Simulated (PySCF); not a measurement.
GeH3ITe, SMILES [Te]([GeH3])I.

Geometry: B3LYP-D3(BJ)/def2-SVP. The structure was generated by enumeration, and PubChem lists no compound with its InChIKey, so it may never have been made. The def2 effective core potentials stand for the cores of I, Te; spin–orbit coupling is left out.

Computed with PySCF with PBE/def2-TZVPD.

The molecule is in vacuum.

Q: Estimate the frontier levels, gap, dipole moment and polarisability. (An estimate is asked for; the answer gives what the named calculation found.)

A: 
| Item | Value |
|---|---|
| highest occupied level | -5.37 eV |
| lowest empty level | -3.75 eV |
| orbital gap | 1.61 eV |
| dipole moment | 1.56 D |
| quadrupole, principal values (traceless, Buckingham form, about the centre of nuclear charge) | -5.65, 1.55, 4.10 D·Å |
| mean static polarisability | 119.1 bohr³ (17.65 Å³) |
| polarisability, principal values | 91.6, 115.2, 150.4 bohr³ |
